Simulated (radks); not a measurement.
Values are calculated unless marked as measured or tabulated.
Question: All-electron atom: neutral promethium in [Xe] 4f5 6s1 6d1 (not the ground configuration). Level of theory: Dirac Kohn-Sham, PBE, spin-unpolarised, spherical densities, point nucleus; open shells fill j = l - 1/2 first (a radial shooting solver on a logarithmic mesh with Libxc functionals). Some entries of the table are withheld. Estimate them.

orbital,occ.,eigenvalue (hartree),r(max) (bohr),<r> (bohr)
1s1/2,2,-1653.138,(1),0.02318
2s1/2,2,-268.7414,0.08395,0.09845
2p1/2,2,-254.4799,0.06370,0.08245
2p3/2,4,-233.8908,0.06924,0.08896
3s1/2,2,-58.68482,0.2388,0.2601
3p1/2,2,-52.57485,0.2258,0.2498
3p3/2,4,-48.43475,0.2376,0.2624
3d3/2,4,-37.82476,0.1898,0.2339
3d5/2,6,-36.92761,0.1932,0.2378
4s1/2,2,-11.75819,0.5524,0.5929
4p1/2,2,-9.43448,0.5590,0.6082
4p3/2,4,-8.53159,0.5843,0.6368
4d3/2,4,-4.71252,0.5982,(2)
4d5/2,6,-4.55213,0.6064,(3)
5s1/2,2,-1.65766,1.291,1.442
5p1/2,2,-1.03863,1.416,1.628
5p3/2,4,-0.91859,1.490,1.721
6s1/2,1,(4),(5),4.038
4f5/2,5,-0.20408,0.6349,1.049
4f7/2,0,-0.18689,0.6401,1.069
6d3/2,1,-0.02651,(6),11.47
6d5/2,0,-0.02609,(7),11.57

Answer: 
(1) 1s1/2 r(max) (bohr): 0.01479
(2) 4d3/2 <r> (bohr): 0.6828
(3) 4d5/2 <r> (bohr): 0.6930
(4) 6s1/2 eigenvalue (hartree): -0.21043
(5) 6s1/2 r(max) (bohr): 3.509
(6) 6d3/2 r(max) (bohr): 10.58
(7) 6d5/2 r(max) (bohr): 10.69
